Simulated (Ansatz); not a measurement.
`[NH2][Ga]([F])[SiH2]F`. Charge 0, multiplicity 1. Geometry: relaxed with PBE0-D4/def2-TZVP. It is one conformer, not always the lowest.

```xyz
9

N     1.018   -1.666   -0.762
Ga    0.457   -0.454    0.448
F     1.129   -0.765    2.052
Si   -0.999    1.436    0.215
F    -1.491    1.526   -1.313
H     0.751   -1.665   -1.731
H     1.641   -2.421   -0.529
H    -2.202    1.304    1.075
H    -0.303    2.705    0.546
```

Problem. What is the dipole moment at ωB97M-V/def2-TZVPP? (Estimate.)

Solution. Ansatz gave: 1.55 D, with components (-0.34, -0.10, -1.51) D in this frame, pointing from negative to positive charge.

Problem. And with PBE, r2SCAN, B3LYP? (An estimate is asked.)

Solution. Computed: PBE 1.61 D, r2SCAN 1.61 D, B3LYP 1.58 D.

Problem. Give the Mulliken charges with ωB97M-V, PBE, B3LYP in def2-TZVPP. (An estimate is asked.)

Solution. The calculation gave: 
```csv
atom,ωB97M-V,PBE,B3LYP
N1,-0.35,-0.36,-0.38
Ga2,0.50,0.42,0.49
F3,-0.40,-0.36,-0.41
Si4,0.37,0.37,0.45
F5,-0.32,-0.28,-0.33
H6,0.12,0.16,0.14
H7,0.13,0.16,0.15
H8,-0.02,-0.05,-0.06
H9,-0.02,-0.05,-0.06
```

B3LYP here is the variant with VWN-RPA as its local correlation; programs differ in this.
